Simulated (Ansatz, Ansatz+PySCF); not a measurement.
| atom | x (Å) | y (Å) | z (Å) |
| --- | --- | --- | --- |
| Si | 0.0000 | 0.0000 | -1.0393 |
| P | 0.0000 | 0.0000 | 1.0393 |

Basis set: def2-SVP (spherical functions). Correlated methods keep 10 orbitals frozen. Correlation on ROHF uses semicanonical orbitals with singles. Charge 0, multiplicity 2.

Computed with Ansatz (development build ahead of 0.2.0); each method stands on the lowest determinant of its kind that the runs found.

The atomization energy at this shape (free ground-state atoms in the same class of orbitals less the molecule, no zero-point energy) of doublet SiP:

```tsv
method	atomization energy
UHF-CCSDT(Q)	2.98 eV
ROHF-CCSD(T)	2.93 eV
UHF-CCSD(T)	2.91 eV
ROHF-MP2	2.89 eV
UHF-MP2	2.53 eV
UHF	1.37 eV
```

Question: What does ROHF give?

Answer: 1.28 eV. Caution for UHF-CCSDT(Q), ROHF-CCSD(T), UHF-CCSD(T), ROHF-MP2, UHF-MP2: a plain start can end on a higher determinant. Caution for UHF-CCSDT(Q), UHF-CCSD(T), UHF-MP2, UHF: the unrestricted determinant is spin contaminated.
